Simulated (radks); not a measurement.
Values are calculated unless marked as measured or tabulated.
Effect of the nuclear size on neutral ytterbium, [Xe] 4f14 6s2. Level of theory: Dirac Kohn-Sham, LDA (Slater exchange, Perdew-Wang correlation), spin-unpolarised, spherical densities, finite nucleus; Fermi nuclear charge, rms radius 5.3108 fm (a radial shooting solver on a logarithmic mesh with Libxc functionals). The rms radius is varied about that value; shifts are against it.

rms radius (fm)  total energy shift (eV)  density at nucleus (e/bohr^3)  1s1/2 shift (meV)  2s1/2 shift (meV)  5s1/2 shift (meV)  5p1/2 shift (meV)  6s1/2 shift (meV)  4f7/2 shift (meV)  6p1/2 (empty) shift (meV)
4.477                              -11.5                      1.078e+06              -4700               -639              -4.92              0.457             -0.192              0.814                      0.160
4.9284                             -5.45                      1.046e+06              -2230               -302              -2.33              0.216             -0.091              0.385                      0.076
5.3108                                 0                      1.023e+06              0.000              0.000              0.000              0.000              0.000              0.000                      0.000
5.81                                7.53                      9.946e+05               3080                418               3.22             -0.299              0.125             -0.533                     -0.105
6.0012                              10.5                      9.848e+05               4310                585               4.50             -0.418              0.175             -0.745                     -0.147

Slopes of the eigenvalues against <r^2> in GHz/fm^2, as finite differences over the two radii next to the reference (eigenvalue slopes, not the field-shift constants of lines): 1s1/2 135000, 2s1/2 18400, 5s1/2 142, 5p1/2 -13.2, 6s1/2 5.52, 4f7/2 -23.4, 6p1/2 (empty) -4.61.
